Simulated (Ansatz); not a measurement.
Species: CH6NSi, net charge 0, doublet state. It need not be the lowest isomer of its formula. SMILES: [NH][SiH2]C
Geometry from a B3LYP-D3(BJ)/def2-TZVP (Ansatz, an electronic-structure program) optimisation:
```xyz
9

C     -1.5515     0.1660     0.1607
Si     0.2217    -0.4058     0.1711
N      1.2384     0.7999    -0.6019
H     -1.6542     1.1109     0.6974
H     -2.2025    -0.5700     0.6374
H     -1.9005     0.3187    -0.8622
H      0.3650    -1.6954    -0.5607
H      0.7009    -0.6151     1.5661
H      2.2268     0.5366    -0.6243
```
Charge 0, spin multiplicity 2.

Quantity: atomisation energy (electronic, to ground-state atoms); the coupled-cluster value holds the core correlation from cc-pwCVTZ, in eV. Valence correlation only, unless marked. UHF or UKS for open shells. No spin-orbit coupling. Non-relativistic. CBS marks a two-point X^-3 extrapolation of the correlation energy; Hartree-Fock from the larger set.

Level to compare with: CCSD(T)/CBS(aug-cc-pV(T+d)Z,aug-cc-pV(Q+d)Z) plus the core term (Ansatz), 30.69 eV. It is a level with limits of its own, and the differences hold the functionals' basis error too.

Problem. Rank these functionals by how close they come to CCSD(T)/CBS(aug-cc-pV(T+d)Z,aug-cc-pV(Q+d)Z), closest first: B97M-V/def2-TZVPD (Ansatz); SVWN5/def2-TZVPD (Ansatz); wB97M-V/def2-TZVPD (Ansatz).

Solution. wB97M-V/def2-TZVPD (range-separated hybrid meta-GGA with VV10, 30.72 eV, difference 0.03), B97M-V/def2-TZVPD (meta-GGA with VV10, 30.77 eV, difference 0.08), SVWN5/def2-TZVPD (LDA, 34.32 eV, difference 3.63)
